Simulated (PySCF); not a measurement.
Mg(Et)(SeH) (C2H6MgSe), SMILES C[CH2][Mg][SeH]. Atoms are numbered in the order given.

```xyz
10

Mg    -0.1049    -0.6625    -0.1836
C     -0.7376    -2.4100    -1.1760
C     -1.6147    -2.1929    -2.4211
H     -1.2751    -3.0402    -0.4430
H      0.1638    -2.9906    -1.4481
H     -1.0969    -1.6034    -3.1976
H     -2.5479    -1.6532    -2.1842
H     -1.9150    -3.1444    -2.8979
Se     0.6083     1.3947     0.9422
H      1.3616     0.5809     1.9214
```

Geometry: B3LYP-D3(BJ)/def2-SVP. The structure was generated by enumeration; whether it is a known compound was not checked. The values are those of a single conformer.

All values below come from PySCF with IEF-PCM-PBE0/def2-SVP.

The values are the electrostatic part of the solvation free energy, E(continuum) − E(gas) at the gas-phase geometry, in a cavity of scaled van der Waals radii (PySCF's table); cavitation and dispersion terms are not included. A continuum can't describe solvent molecules that bind to the metal. In vacuum the orbital gap is 5.61 eV. The dipole moment in vacuum is 1.72 D.

Computed values in water (ε = 78.36), acetone (ε = 20.49), chloroform (ε = 4.71):
```
solvent         ε  ΔG(elec) (kcal/mol)  dipole (D)  gap (eV)
----------  -----  -------------------  ----------  --------
water       78.36                -10.4        2.36      5.97
acetone     20.49                 -9.7        2.33      5.95
chloroform   4.71                 -7.1        2.18      5.89
```
